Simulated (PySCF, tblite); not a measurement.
Species: C5H8FNO.
Structure used (GFN2-xTB), in Å, numbered top down from 1:
```
atom  x, y, z in Å
C1     2.6197   -0.0266   -0.1063
C2     1.2292   -0.5099    0.2496
O3     1.0118   -1.5220    0.8717
N4     0.2618    0.3365   -0.2174
C5    -1.1238    0.2386   -0.0924
C6    -1.7090   -0.9238    0.6357
C7    -1.8939    1.1851   -0.6268
F8    -1.3514    2.2425   -1.2889
H9     2.7238    0.0571   -1.1861
H10    3.3512   -0.7349    0.2708
H11    2.8034    0.9486    0.3400
H12    0.5727    1.1547   -0.7254
H13   -1.4071   -1.8537    0.1588
H14   -2.7926   -0.8529    0.6454
H15   -1.3360   -0.9525    1.6572
H16   -2.9674    1.2221   -0.5972
```

Jobs on this species (16 atoms, 62 electrons) with PySCF (density fitting) and tblite. Hardware of each: one thread, Arm Neoverse N1 (aarch64), on a shared host. Times come from a shared host and carry two figures at best.

| level and settings | work | basis functions | SCF cycles | wall time |
| --- | --- | --- | --- | --- |
| GFN2-xTB | L-BFGS relaxation | – | – | ? |
| PBE0/pcSseg-1 | shieldings, charges and field gradients | 176 | 14 | 48 s |
| GFN2-xTB | Hessian by finite differences | – | – | 0.69 s |

**Question.** Fill in the missing figures.

**Answer.** 
- GFN2-xTB; L-BFGS relaxation: 1.6 s

**Question.** What do all jobs in the table cost together?

**Answer.** About 50 s; the longest takes about 95 % of that, and about 70 times as long as the shortest.
